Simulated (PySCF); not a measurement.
Input file for PySCF: R-HF/STO-3G on C2H8Ge (SMILES C[CH2][GeH3]).

```python
from pyscf import gto, scf, dft, mp
from pyscf.data.elements import chemcore

mol = gto.M(
    atom='''
    C    -1.41491036    0.10965003    0.30283981
    C    -0.27082528   -0.32656761   -0.61306314
    Ge    1.51139733    0.10864045    0.11236979
    H    -1.35083308   -0.37392911    1.27994951
    H    -2.38696101   -0.14503182   -0.12619126
    H    -1.40302469    1.18873560    0.47056770
    H    -0.30345592   -1.40437084   -0.78593840
    H    -0.35534389    0.15096438   -1.59154843
    H     2.62617937   -0.35300049   -0.84628737
    H     1.71010707   -0.58622762    1.47465886
    H     1.63767046    1.63113705    0.32264291
    ''',
    basis='sto-3g',
    charge=0, spin=0, verbose=3, max_memory=1800)
mf = scf.RHF(mol)
mf.conv_tol = 1e-8
mf.max_cycle = 100
mf.kernel()
if not mf.converged:
    mf = mf.newton().run(mf.mo_coeff, mf.mo_occ)
```

The log:

```
converged SCF energy = -2131.23984732377
```

The calculation finished and met its thresholds.

Cost: about 0.16 core-seconds (a rough figure).
